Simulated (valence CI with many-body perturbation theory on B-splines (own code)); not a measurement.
# Energy levels of Cd⁴³⁺

Level of theory: valence CI with perturbative core correlation (CI+MBPT): three valence electrons over a frozen Dirac-Fock core [He], a basis of 11 s, 11 p, 9 d, 7 f, 5 g, 2 h, 1 i functions for each j, with the one-electron correlation potential Σ1 (screened to all orders), the two-electron term Σ2, the three-electron term Σ3, Breit, model QED; selected single and double excitations, second order for the rest (own B-spline code, finite nucleus).

No measured spectrum was set against this ion. As an estimate, large intervals hold to a few tenths of a per cent, small ones and those within an open d or f shell to about a per cent.

Levels 91 to 99 of 99, with energies above the lowest level, (2s^2 2p1/2) J=1/2. "Leading %" is the weight of the configuration and term that name the level; weights of strongly mixed levels are sums over their largest components and can fall short. In the jj column 3d3/2^4 stands for four electrons in 3d with j = 3/2. Lifetimes count E1, E2, E3, M1 and M2 decay at the calculated energies, and are blank where another channel may lead or the interval is too uncertain; long ones can be off by a factor of two.

```
No.  Configuration  Term    J  E (Ry)  Leading %                Leading jj  Lifetime      g
 91         2p2 3p   2P°  1/2  337.56         85  2p1/2 2p3/2 3p3/2 (98 %)   13.3 fs  0.678
 92         2p2 3d    4F  7/2  337.88         45  2p1/2 2p3/2 3d3/2 (82 %)    553 fs  1.075
 93         2p2 3d    4D  7/2  338.26         50  2p1/2 2p3/2 3d5/2 (88 %)    138 fs  1.287
 94         2p2 3d    4P  5/2  338.55         35  2p1/2 2p3/2 3d3/2 (61 %)   3.98 fs  1.206
 95         2p2 3d    4D  3/2  338.81         38  2p1/2 2p3/2 3d5/2 (51 %)   5.78 fs  1.076
 96         2p2 3d    2G  9/2  339.23         59  2p1/2 2p3/2 3d5/2 (99 %)   1.40 ps  1.192
 97         2p2 3d    4P  3/2  339.40         48  2p1/2 2p3/2 3d3/2 (51 %)   3.04 fs  1.414
 98         2p2 3d    4D  5/2  339.41         37  2p1/2 2p3/2 3d5/2 (69 %)   3.69 fs  1.142
 99         2p2 3d    4P  1/2  339.48         40  2p1/2 2p3/2 3d3/2 (98 %)   2.97 fs  1.832
```
